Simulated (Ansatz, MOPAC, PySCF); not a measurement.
Molecule: BaO (charge 0, singlet). SMILES: [Ba]=[O]
Geometry: optimised at B3LYP-D3(BJ)/def2-TZVP (Ansatz, an electronic-structure program).

Property: size of the dipole moment, in D. Conventions: PM7 with its own dispersion and hydrogen-bond terms; 6-31G* and kin with 6d, 5d where marked; LANL2DZ with its own core potentials from Na on; spin-orbit terms left out. First-principles rows: single points at B3LYP-D3(BJ) geometries (Ansatz). Semi-empirical rows: dipoles at the shared geometry.

```csv
level,program,size of the dipole moment (D)
PM3,MOPAC,6.16
PM7,MOPAC,15.88
PBE/LANL2DZ,Ansatz,4.88
PBE/6-31G* with LANL2DZ past Ar,Ansatz,4.01
B3LYP/6-31G* with LANL2DZ past Ar,Ansatz,4.32
M06-2X/6-31G* with LANL2DZ past Ar (5d),PySCF,4.83
```

No value to compare with is used here. The 6 habitual levels span 4.01 (PBE/6-31G* with LANL2DZ past Ar) to 15.88 D (PM7).

The levels are drawn from those run, B3LYP/6-31G* more often than the rest, none by its result; left out are runs that failed, that the program found above a lower state of the same kind, or whose <S^2> lies over 0.5 above the pure value.
